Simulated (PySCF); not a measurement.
# Orbital picture of SnI⁺

r²SCAN at R = 2.622 Å; Sn cc-pVDZ-PP with ECP28, I cc-pVDZ-PP with ECP28; scalar-relativistic core potentials (PySCF 2.14). State: ¹Σ⁺ (singlet), closed shell. Only the outer orbitals are listed, counted within each symmetry, core potentials removing the inner ones.

| orbital | occ. | ε (eV) | on Sn (%) | main shells (%) |
| --- | --- | --- | --- | --- |
| 7σ | 2 | -23.78 | 9 | 90 I s |
| 8σ | 2 | -17.87 | 78 | 78 Sn s, 14 I p |
| 9σ | 2 | -13.18 | 43 | 56 I p, 28 Sn p, 14 Sn s |
| 5π | 2 | -12.71 | 13 | 87 I p, 12 Sn p |
| 5π | 2 | -12.71 | 13 | 87 I p, 12 Sn p |
| 6π | 0 | -9.37 | 87 | 87 Sn p, 12 I p |
| 6π | 0 | -9.37 | 87 | 87 Sn p, 12 I p |
| 10σ | 0 | -6.59 | 74 | 70 Sn p, 24 I p |

**Question.** Which are the highest filled and the lowest empty level, where do they sit, and how wide is the gap?

**Answer.** Highest filled 5π at -12.71 eV (in %: 87 I p, 12 Sn p); lowest empty 6π at -9.37 eV (in %: 87 Sn p, 12 I p); the gap at r²SCAN is 3.34 eV.

* bond order (Mayer): 1.74
* ⟨S²⟩: 0.000
* charge on Sn (Mulliken, basis-dependent): 0.88
* charge on Sn (Löwdin, basis-dependent): 0.77
* dipole moment (positive dipole points towards I; it is taken about the centre of mass and depends on that origin): -4.18 D

Spin–orbit coupling is left out.
